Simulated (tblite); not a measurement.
Compound: C5H11NSi2.
Cartesian coordinates in Å at the GFN2-xTB level; atoms count from 1:
```xyz
19
C5H11NSi2 angstrom
C      3.633    0.300   -0.556
C      2.540   -0.131   -0.787
C      1.192   -0.603   -1.025
C      0.177    0.175   -0.189
C      0.379    0.001    1.337
Si    -1.441   -0.110    1.947
Si    -1.670   -0.360   -0.360
N     -2.488    0.686   -1.468
H      4.597    0.665   -0.366
H      1.136   -1.668   -0.778
H      0.958   -0.489   -2.088
H      0.289    1.236   -0.440
H      0.993    0.791    1.766
H      0.908   -0.934    1.533
H     -1.890    1.132    2.598
H     -1.664   -1.178    2.930
H     -1.861   -1.682   -0.974
H     -2.345    1.681   -1.394
H     -3.451    0.499   -1.691
```

Computed with GFN2-xTB (tblite): harmonic, unscaled wavenumbers at the GFN2-xTB geometry, gas phase. The method is semi-empirical: single wavenumbers can be off by several per cent or more. Modes of hydrogen on silicon can be 10 to 20 % off. One conformer, not necessarily the lowest.

Harmonic wavenumbers (cm⁻¹): 50.7, 62.7, 99.0, 128.3, 166.2, 211.1, 237.6, 293.6, 322.9, 363.4, 398.1, 416.5, 439.1, 484.9, 525.3, 536.5, 618.8, 634.4, 636.7, 665.1, 704.9, 738.3, 757.0, 808.2, 819.5, 888.8, 892.9, 973.3, 1015.8, 1076.6, 1105.3, 1153.8, 1218.8, 1227.6, 1277.9, 1325.3, 1455.9, 1496.5, 1525.0, 2156.9, 2174.0, 2188.6, 2291.6, 2919.6, 2929.6, 2945.5, 2966.5, 2998.7, 3396.1, 3473.9, 3509.8.

A = 2154, B = 888.4, C = 681.1 MHz; mass 141.043 u (most abundant isotopes); point group C1, symmetry number 1.

Zero-point energy?

Half the sum of the wavenumbers: 30852 cm⁻¹ = 369.07 kJ/mol.

What is S at 200 K and 1 bar for an ideal gas of classical rigid rotors and harmonic oscillators?

Translation 162.28, rotation 120.08, vibration 90.47: S = 372.8 J/(mol K).

And Cp and H(200 K) − H(0)?

Cp = 138.69 J/(mol K), of which vibrations give 105.43 (their classical limit is 51 R = 424.0); H(200 K) − H(0) = 16.78 kJ/mol without the zero-point energy, 10.12 from vibrations.

How do the functions run with temperature in this model?

```tsv
T (K)	S (J/(mol K))	Cp (J/(mol K))	H − H(0) (kJ/mol)	G − H(0) (kJ/mol)	ln q(vib)
150	337.1	111.2	10.53	-40.03	3.29
250	406.6	164.9	24.37	-77.28	6.33
298.15	437.7	188.1	32.88	-97.62	7.82
400	499.0	229.8	54.25	-145.37	10.98
600	604.0	287.6	106.42	-255.99	16.96
900	731.7	341.5	201.46	-457.10	25.11
```

q(vib) and H(0) count from the zero-point level.

What must be added to the electronic energy to get the Gibbs energy at 200 K and 1 bar?

ZPE + [H(200 K) − H(0)] − T·S = 369.07 + 16.78 − 74.57 = 311.28 kJ/mol.

Blend soft modes into free rotors: weight 1/[1 + (100 cm⁻¹/ν̃)⁴] for the oscillator and the rest for a rotor with moment μB/(μ + B), μ = h/(8π²ν), B = 10⁻⁴⁴ kg m². What vibrational entropy results?

84.48 J/(mol K) in place of 90.47, which changes −T·S at 200 K by +1.20 kJ/mol.

Hindered rotation and anharmonicity are outside this model. Other conformers, if any are populated, would add a mixing term that is left out. The structure is chiral; the term R ln 2 for an equal mix with its mirror image is left out.

On one thread, Arm Neoverse N1 (aarch64), no GPU (shared host), this took 1.4 s. The figure is for the frequency step alone.
